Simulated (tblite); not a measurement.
A geometry optimisation, step by step.

Compound: C5H7FOSi.
Atom-mapped SMILES: `[CH:1]#[C:2]/[C:3]([F:4])=[CH:5]/[O:6][CH2:7][SiH3:8]` (hydrogens: H9 on C1; H10 on C5; H11, H12 on C7; H13, H14, H15 on Si8)

Computed with GFN2-xTB (tblite), gas phase: L-BFGS steps from a force-field or distance-geometry start until the largest atomic force falls under 0.01 eV/Å. 8 of its 60 geometries are shown.

Step 0: E = -671.7379 eV, largest atomic force 1.589 eV/Å
```
atom  x, y, z in Å  |  force x, y, z in eV/Å
C1      4.233    0.250   -0.691   -0.616  -0.030   0.209
C2      3.056    0.185   -0.412    1.033   0.012  -0.118
C3      1.696    0.092   -0.051   -0.505   0.096  -1.134
F4      1.385    0.014    1.250    0.363  -0.046   0.881
C5      0.723    0.100   -0.982   -0.863  -0.021  -0.349
O6     -0.643    0.029   -0.869    0.627   0.028   0.410
C7     -1.185   -0.068    0.453    0.566  -0.164   0.047
Si8    -3.054   -0.162    0.546   -1.534  -0.110  -0.400
H9      5.262    0.314   -0.940   -0.473  -0.022   0.090
H10     0.961    0.172   -2.041    0.207  -0.017   0.291
H11    -0.796   -0.977    0.935    0.142   0.199   0.022
H12    -0.883    0.803    1.039    0.235  -0.026   0.070
H13    -3.573   -1.361   -0.172    0.252   0.358   0.191
H14    -3.680    1.049   -0.048    0.248  -0.295   0.134
H15    -3.504   -0.259    1.961    0.319   0.039  -0.343
```

Step 8: E = -671.8826 eV, largest atomic force 0.250 eV/Å
```
atom  x, y, z in Å  |  force x, y, z in eV/Å
C1      4.205    0.249   -0.673   -0.229  -0.012   0.021
C2      3.028    0.179   -0.438    0.117   0.035  -0.218
C3      1.665    0.100   -0.084    0.057  -0.035   0.162
F4      1.477    0.015    1.268   -0.090   0.003   0.002
C5      0.673    0.100   -0.986   -0.040  -0.003   0.010
O6     -0.665    0.028   -0.844    0.059  -0.002   0.016
C7     -1.185   -0.074    0.484    0.051   0.017  -0.018
Si8    -3.099   -0.163    0.504    0.073  -0.001  -0.020
H9      5.219    0.311   -0.924    0.097   0.000   0.014
H10     0.978    0.170   -2.025   -0.166  -0.007   0.057
H11    -0.765   -0.963    0.965   -0.013  -0.053   0.037
H12    -0.848    0.790    1.065   -0.022   0.041   0.047
H13    -3.561   -1.366   -0.191    0.051   0.065  -0.046
H14    -3.670    1.058   -0.066    0.052  -0.050  -0.053
H15    -3.455   -0.254    1.923    0.003   0.001  -0.009
```

Step 17: E = -671.9031 eV, largest atomic force 0.118 eV/Å
```
atom  x, y, z in Å  |  force x, y, z in eV/Å
C1      4.191    0.250   -0.694   -0.109  -0.007   0.042
C2      3.011    0.184   -0.478    0.088  -0.002  -0.078
C3      1.658    0.096   -0.092   -0.013   0.006   0.048
F4      1.494    0.016    1.264   -0.038  -0.006  -0.011
C5      0.644    0.095   -0.968    0.034   0.019  -0.012
O6     -0.685    0.023   -0.793    0.008   0.002  -0.085
C7     -1.177   -0.076    0.539    0.028   0.009  -0.045
Si8    -3.078   -0.161    0.496   -0.033  -0.006  -0.028
H9      5.214    0.310   -0.911    0.061   0.008  -0.045
H10     0.898    0.167   -2.017    0.002  -0.007  -0.007
H11    -0.760   -0.971    1.008    0.022  -0.001   0.107
H12    -0.843    0.795    1.110    0.023  -0.015   0.095
H13    -3.505   -1.337   -0.258    0.021  -0.040   0.001
H14    -3.615    1.042   -0.134    0.016   0.047   0.003
H15    -3.453   -0.252    1.906   -0.111  -0.007   0.018
```

Step 25: E = -671.9137 eV, largest atomic force 0.097 eV/Å
```
atom  x, y, z in Å  |  force x, y, z in eV/Å
C1      4.192    0.251   -0.703   -0.086  -0.003  -0.015
C2      3.008    0.183   -0.508    0.078   0.011   0.004
C3      1.659    0.098   -0.108   -0.018  -0.012   0.052
F4      1.497    0.015    1.248    0.057   0.006   0.009
C5      0.631    0.097   -0.966   -0.003  -0.017   0.027
O6     -0.691    0.020   -0.749   -0.040   0.003  -0.086
C7     -1.171   -0.078    0.590    0.049   0.013  -0.026
Si8    -3.072   -0.160    0.486    0.005  -0.005  -0.022
H9      5.211    0.312   -0.934    0.062   0.003  -0.029
H10     0.860    0.164   -2.023   -0.033   0.003   0.046
H11    -0.753   -0.964    1.073    0.003  -0.096   0.007
H12    -0.834    0.783    1.171   -0.011   0.093   0.024
H13    -3.444   -1.336   -0.296   -0.002  -0.016   0.013
H14    -3.556    1.051   -0.171   -0.003   0.020   0.012
H15    -3.542   -0.255    1.869   -0.057  -0.003  -0.014
```

Step 34: E = -671.9185 eV, largest atomic force 0.039 eV/Å
```
atom  x, y, z in Å  |  force x, y, z in eV/Å
C1      4.191    0.252   -0.729   -0.016  -0.001  -0.004
C2      3.010    0.184   -0.518    0.016   0.000  -0.007
C3      1.666    0.097   -0.101   -0.001   0.000   0.017
F4      1.527    0.015    1.257   -0.012  -0.002  -0.001
C5      0.627    0.094   -0.948    0.006   0.005   0.010
O6     -0.695    0.018   -0.728   -0.009   0.003  -0.024
C7     -1.169   -0.078    0.613    0.005   0.000   0.000
Si8    -3.070   -0.160    0.477   -0.010  -0.002  -0.001
H9      5.212    0.314   -0.961    0.008   0.003  -0.033
H10     0.839    0.163   -2.007    0.034  -0.002   0.019
H11    -0.751   -0.969    1.090   -0.009  -0.025   0.028
H12    -0.834    0.788    1.190   -0.011   0.019   0.023
H13    -3.415   -1.343   -0.308   -0.006   0.012  -0.011
H14    -3.527    1.062   -0.181   -0.005  -0.010  -0.012
H15    -3.616   -0.257    1.832    0.012   0.001  -0.003
```

Step 42: E = -671.9218 eV, largest atomic force 0.072 eV/Å
```
atom  x, y, z in Å  |  force x, y, z in eV/Å
C1      4.188    0.254   -0.771   -0.033  -0.002   0.017
C2      3.016    0.184   -0.514    0.024   0.002   0.037
C3      1.677    0.096   -0.073    0.017  -0.002   0.000
F4      1.547    0.013    1.287   -0.011   0.004  -0.047
C5      0.638    0.093   -0.918    0.019  -0.007   0.026
O6     -0.686    0.018   -0.705    0.018  -0.001  -0.030
C7     -1.177   -0.080    0.632    0.019   0.007  -0.034
Si8    -3.077   -0.160    0.464    0.001  -0.001  -0.023
H9      5.202    0.318   -1.034   -0.029  -0.001  -0.024
H10     0.866    0.162   -1.975   -0.055  -0.001   0.047
H11    -0.769   -0.972    1.115    0.013   0.003   0.017
H12    -0.853    0.789    1.212    0.014  -0.003   0.023
H13    -3.409   -1.335   -0.339   -0.005  -0.012   0.002
H14    -3.519    1.058   -0.211   -0.008   0.013   0.002
H15    -3.648   -0.258    1.808    0.015   0.001  -0.014
```

Step 51: E = -671.9234 eV, largest atomic force 0.018 eV/Å
```
atom  x, y, z in Å  |  force x, y, z in eV/Å
C1      4.184    0.255   -0.790   -0.018  -0.001  -0.001
C2      3.021    0.183   -0.500    0.005   0.000   0.001
C3      1.684    0.094   -0.055   -0.001   0.001   0.005
F4      1.550    0.012    1.302   -0.003   0.000  -0.002
C5      0.645    0.092   -0.900    0.004   0.000   0.001
O6     -0.679    0.017   -0.691    0.000   0.000  -0.011
C7     -1.179   -0.080    0.641    0.004   0.001  -0.005
Si8    -3.076   -0.159    0.448   -0.003   0.000   0.002
H9      5.189    0.320   -1.084   -0.009  -0.001   0.002
H10     0.866    0.161   -1.957    0.003   0.000   0.003
H11    -0.774   -0.971    1.130    0.003  -0.006   0.001
H12    -0.858    0.787    1.227    0.003   0.005   0.002
H13    -3.405   -1.335   -0.355    0.008  -0.001   0.000
H14    -3.516    1.061   -0.227    0.007   0.002   0.000
H15    -3.657   -0.258    1.787   -0.001   0.000   0.003
```

Step 59: E = -671.9236 eV, largest atomic force 0.004 eV/Å
```
atom  x, y, z in Å  |  force x, y, z in eV/Å
C1      4.178    0.255   -0.795    0.002   0.000   0.003
C2      3.018    0.183   -0.495   -0.002   0.001  -0.001
C3      1.682    0.094   -0.050    0.000  -0.001   0.000
F4      1.546    0.012    1.308    0.000   0.000   0.000
C5      0.644    0.092   -0.897    0.000  -0.001   0.000
O6     -0.679    0.017   -0.691    0.001   0.000   0.001
C7     -1.177   -0.080    0.642    0.000   0.000   0.001
Si8    -3.074   -0.158    0.447   -0.001   0.000   0.001
H9      5.182    0.320   -1.093   -0.001   0.000  -0.002
H10     0.869    0.161   -1.954    0.000   0.000   0.001
H11    -0.773   -0.971    1.130    0.001   0.000  -0.002
H12    -0.856    0.787    1.227    0.001   0.001  -0.001
H13    -3.396   -1.335   -0.357   -0.001  -0.001  -0.002
H14    -3.509    1.062   -0.229    0.000   0.000  -0.001
H15    -3.659   -0.258    1.785   -0.001   0.000   0.002
```

Task: Summarise the path.

Result: The energy falls by 0.1856 eV from step 0 to step 59; nine tenths of that is first reached at step 19. It rises by more than 0.2 meV at step 2. The largest force goes from 1.589 to 0.004 eV/Å. Among the bonds C7–Si8 changes most, from 1.873 to 1.909 Å; the atoms move by 0.173 Å rms after alignment.

Task: Follow the three bonds and two angles with the largest change from start to end.

Result: 
```tsv
step	E above end (eV)	largest force (eV/Å)	C7–Si8 (Å)	C5–O6 (Å)	Si8–H13 (Å)	O6–C7–Si8 (°)	Si8–C7–H12 (°)
0	0.1856	1.589	1.873	1.373	1.491	115.3	106.8
3	0.0825	0.409	1.920	1.345	1.458	114.9	107.2
5	0.0586	0.433	1.914	1.351	1.456	114.0	108.9
8	0.0410	0.250	1.916	1.348	1.463	112.1	109.9
10	0.0348	0.144	1.915	1.344	1.467	111.5	109.6
13	0.0294	0.129	1.909	1.344	1.459	111.0	110.1
15	0.0255	0.151	1.905	1.343	1.457	110.2	110.5
18	0.0191	0.104	1.905	1.343	1.462	108.8	110.6
21	0.0153	0.125	1.909	1.344	1.463	108.3	110.8
23	0.0124	0.089	1.909	1.344	1.462	107.6	111.4
26	0.0085	0.101	1.905	1.342	1.461	106.1	111.8
28	0.0072	0.073	1.906	1.342	1.461	105.6	111.7
31	0.0057	0.060	1.909	1.343	1.461	105.6	111.9
33	0.0052	0.053	1.908	1.343	1.462	105.5	112.1
36	0.0045	0.056	1.908	1.342	1.462	105.5	112.1
38	0.0035	0.079	1.909	1.342	1.461	105.5	112.1
41	0.0022	0.058	1.909	1.343	1.461	105.3	112.0
44	0.0008	0.051	1.909	1.342	1.462	105.1	112.0
46	0.0005	0.034	1.910	1.342	1.462	105.1	112.0
49	0.0002	0.018	1.909	1.342	1.461	104.9	112.2
51	0.0002	0.018	1.909	1.342	1.462	104.8	112.2
54	0.0001	0.017	1.909	1.342	1.462	104.8	112.2
56	0.0000	0.016	1.909	1.342	1.462	104.8	112.3
59	0.0000	0.004	1.909	1.342	1.461	104.7	112.3
```

The cost below is that of the whole relaxation. The run took 0.64 s wall on Arm Neoverse N1, one thread, shared host with 64 logical CPUs at a one-minute load of 60.
